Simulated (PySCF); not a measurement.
Cu(I) anion (CuI), SMILES [Cu][I] (connectivity only; charge and spin as stated), charge -1, multiplicity 2.

Coordinates come from a PBE0-D3(BJ)/def2-TZVPD optimisation. The multiplicity is an assumed one; other spin states were not compared. The def2 effective core potentials stand for the cores of I; spin–orbit coupling is left out.

Two levels are set side by side: PBE/def2-TZVPD (PySCF) and ωB97X/def2-TZVPD (PySCF). Same geometry, gas phase. Differences are taken from unrounded values.

| quantity | PBE |
|---|---|
| α-spin orbital gap (eV) | 2.03 |
| β-spin orbital gap (eV) | 2.07 |
| mean polarisability (bohr³) | 138.5 |

These are the PBE values. What does ωB97X give? (Estimate from the structure and the level; the computed values follow.)


```json
[
 {"quantity": "α-spin orbital gap (eV)", "ωB97X": "5.67", "PBE minus ωB97X": "-3.64"},
 {"quantity": "β-spin orbital gap (eV)", "ωB97X": "8.45", "PBE minus ωB97X": "-6.39"},
 {"quantity": "mean polarisability (bohr³)", "ωB97X": "131.3", "PBE minus ωB97X": "7.2"}
]
```

PBE's more diffuse valence density responds more strongly to a field. Differences between two approximate levels are no errors against the true value.

Rough cost on one machine, each run with all the roots and properties that it gave: ωB97X against PBE within a factor of 2.
